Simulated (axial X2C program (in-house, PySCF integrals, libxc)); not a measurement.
## IReI⁺: the levels of the configuration d4 s0 p(π)0

Calculated with an in-house all-electron X2C program for linear molecules (integrals from PySCF): two-component X2C with atomic mean-field Coulomb and Gaunt terms, basis I dyall-v3z, Re dyall-v3z (cores contracted in-house). Orbitals come from Hartree–Fock averaged over the configuration Re d4 s0 p(π)0; CI then distributes these electrons over the d, s, p(π) shells of Re.

I–Re–I held linear, both bonds 2.570 Å (near the minimum of the configuration average).

Lowest levels of this model:

| Ω | energy (cm⁻¹) | g∥ | configuration |
| --- | --- | --- | --- |
| 0 | 0 | 0.00 | 100% d4 |
| 1 | 516 | 5.49 | 100% d4 |
| 0 | 1297 | 0.00 | 100% d4 |
| 1 | 1900 | 2.43 | 100% d4 |
| 2 | 3195 | 5.97 | 100% d4 |
| 3 | 4382 | 9.80 | 100% d4 |
| 2 | 8770 | 7.31 | 100% d4 |
| 0 | 8991 | 0.00 | 100% d4 |
| 1 | 9143 | 3.78 | 100% d4 |
| 0 | 10717 | 0.00 | 100% d4 |
| 0 | 12395 | 0.00 | 100% d4 |
| 1 | 12962 | 1.74 | 100% d4 |
| 3 | 13126 | 7.14 | 100% d4 |
| 2 | 13370 | 3.33 | 100% d4 |
| 2 | 13662 | 4.62 | 100% d4 |
| 0 | 13988 | 0.00 | 100% d4 |
| 4 | 14964 | 8.95 | 100% d4 |
| 3 | 15201 | 7.14 | 100% d4 |
| 0 | 15787 | 0.00 | 100% d4 |
| 0 | 16023 | 0.00 | 100% d4 |
| 4 | 17245 | 8.88 | 100% d4 |
| 4 | 17368 | 9.24 | 100% d4 |
| 3 | 17775 | 7.14 | 100% d4 |
| 5 | 18597 | 10.13 | 100% d4 |
| 6 | 21186 | 13.80 | 100% d4 |
| 4 | 21776 | 9.68 | 100% d4 |
| 5 | 22710 | 10.86 | 100% d4 |

g∥ is the magnitude of 2⟨Lz + ge Sz⟩ for the +Ω component.

This point took 17 s on 1 thread of Arm Neoverse V1, with other jobs on the host.

Dynamic correlation is missing, so gaps between terms are too wide and other configurations may lie lower; the lowest level listed is that of this model, not necessarily the ground state. For d shells the ligand-field splittings (σ, π, δ) and their order can be off by a thousand cm⁻¹ or more. At most 4 roots were kept for each Ω > 0 (twice that for Ω = 0) within 3.2 eV of the lowest, so higher up levels can be missing between those listed; levels with Ω > 0 are doubly degenerate and listed once, Ω = 0 levels singly. The open spinors mix strongly with ligand orbitals, which this small active space describes poorly. Some active spinors are only partly of the character that their shell is named for, so the shell names and counts are nominal. States that fill the shells left empty in the average are placed too high. The molecule was held linear; bending was not examined.
